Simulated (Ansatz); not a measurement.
Consider the ligand exchange at the In–O bond: `[CH3][In]([OH])[OH]` + HBr → `[CH3][In]([OH])[Br]` + H₂O.

Calculated with Ansatz (gas phase, PBE0-D4/def2-TZVP geometries, no zero-point term in ΔE). CCSD(T)/CBS is the MP2 limit (def2-TZVPP, def2-QZVPP) plus CCSD(T) − MP2 in def2-TZVPP, frozen cores. This one scheme is used for every species. Functionals use def2-TZVPP. Elements past krypton have def2 core potentials. For Br, In outer-core shells are correlated without core-valence functions, which leaves a few kJ/mol of doubt a bond. Scalar relativity is left out up to krypton. One conformer a species, not always the lowest.

`[CH3][In]([OH])[OH]`:

Z-matrix (Å, degrees):
```
C
In 1 2.127
H 1 1.090 2 109.8
H 1 1.090 2 109.5 3 119.6
H 1 1.089 2 109.4 3 -120.5
O 2 1.981 1 124.7 3 127.7
O 2 1.993 1 129.1 3 -52.4
H 6 0.961 2 111.0 1 179.9
H 7 0.959 2 114.4 1 0.1
```

HBr:

```xyz
2

Br   -0.657    0.019   -0.269
H     0.657   -0.019    0.269
```

`[CH3][In]([OH])[Br]`:

Z-matrix (Å, degrees):
```
C
In 1 2.123
H 1 1.090 2 109.2
H 1 1.090 2 109.1 3 -119.2
H 1 1.088 2 109.4 3 120.6
O 2 1.976 1 125.9 3 55.1
Br 2 2.486 1 124.1 3 -125.0
H 6 0.961 2 111.8 1 180.0
```

H₂O:

```xyz
3

O    -0.018    0.386    0.044
H    -0.130   -0.115   -0.767
H     0.147   -0.271    0.723
```

Q: Is it downhill or uphill in electronic energy at CCSD(T)/CBS, and by how much? (Estimate.)

A: Computed: Downhill: ΔE = -115.0 kJ/mol.

Q: What do these levels give: r2SCAN-D4, r2SCANh-D4, BLYP, r2SCANh, BHLYP, HF/CBS(def2)? (Best estimate.)

A: Ansatz gave: r2SCAN-D4 -115.0, r2SCANh-D4 -118.6, BLYP -102.7, r2SCANh -118.2, BHLYP -121.3, HF/CBS(def2) -131.9 kJ/mol.

Largest T1 diagnostic among the species: 0.016.

From r2SCAN to r2SCAN0 (25 % exact exchange), in def2-TZVPP and without D4, ΔE moves by −8.3 kJ/mol. At CCSD(T), def2-SVP lies +4.4 kJ/mol from the extrapolated value and def2-TZVPP +3.5 kJ/mol. In def2-TZVPP, CCSD(T) changes the Hartree–Fock value by +21.7 kJ/mol (the triples alone add +2.5 kJ/mol) and MP2 by +18.7 kJ/mol.
